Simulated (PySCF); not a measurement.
C4H10AlO, charge +1, singlet, at a GFN2-xTB geometry (such geometries of metal compounds can be far from the true shape). Base run: MP2/STO-3G (PySCF).

Input for PySCF:
```python
from pyscf import gto, scf, mp

mol = gto.M(
    atom='''
Al   -0.10419977    0.57140530    1.33762439
C     0.04078877    1.18229227    3.19981155
H    -0.30812157    0.38742778    3.87011631
H    -0.57948601    2.07712581    3.33464422
H     1.08729508    1.42193573    3.42335730
O    -0.27442005    0.10268506   -0.18883442
C    -0.29740402   -0.40019465   -1.55155279
C    -0.34774280   -1.91414823   -1.49477208
C     0.92943384    0.12622446   -2.26953104
H    -1.21049240   -0.00054383   -2.00403294
H     0.55605354   -2.30441084   -1.02986935
H    -0.42551766   -2.31544039   -2.50181994
H    -1.21303812   -2.24442293   -0.92311787
H     0.94998055    1.21394957   -2.23989584
H     1.83408505   -0.25974759   -1.80261832
H     0.90874425   -0.19066576   -3.30893904
''',
    basis='sto-3g',
    charge=1,
    verbose=4,
)

mf = scf.RHF(mol)
mf.kernel()

pt = mp.MP2(mf, frozen=10)
pt.kernel()
print('E(MP2) = %.10f' % pt.e_tot)
```

Each row names what was changed in the base input (with any setting that the change needs).

```
change               basis functions      E (Eh)  MP2 correlation (Eh)  SCF-reference HOMO (eV)  SCF-reference HOMO-LUMO gap (eV)
-------------------  ---------------  ----------  --------------------  -----------------------  --------------------------------
base                              44  -468.49596              -0.28009                   -14.29                             15.39
basis = 6-31G                     78  -474.28211              -0.51234                   -16.34                             12.67
basis = 3-21G                     78  -471.80842              -0.50971                   -16.25                             12.81
basis = pcseg-0                   78  -473.44816              -0.51404                   -16.44                             12.72
basis = 6-31G*                   108  -474.60416              -0.73860                   -16.52                             12.94
basis = def2-SV(P)               108  -474.34152              -0.73290                   -16.64                             12.98
basis = 6-31+G*                  132  -474.61697              -0.74559                   -16.56                             12.72
basis = def2-SVP                 138  -474.44184              -0.80239                   -16.57                             12.95
basis = cc-pVDZ                  138  -474.69852              -0.80410                   -16.46                             12.98
basis = 6-31G**                  138  -474.68355              -0.80032                   -16.49                             12.93
basis = pcseg-1                  138  -474.60148              -0.80305                   -16.59                             12.86
basis = pc-1                     138  -474.61810              -0.80390                   -16.59                             13.03
basis = cc-pV(D+d)Z              143  -474.70794              -0.80431                   -16.48                             12.92
```

Totals compare only among sets that treat the same electrons; sets with core potentials leave the core out.
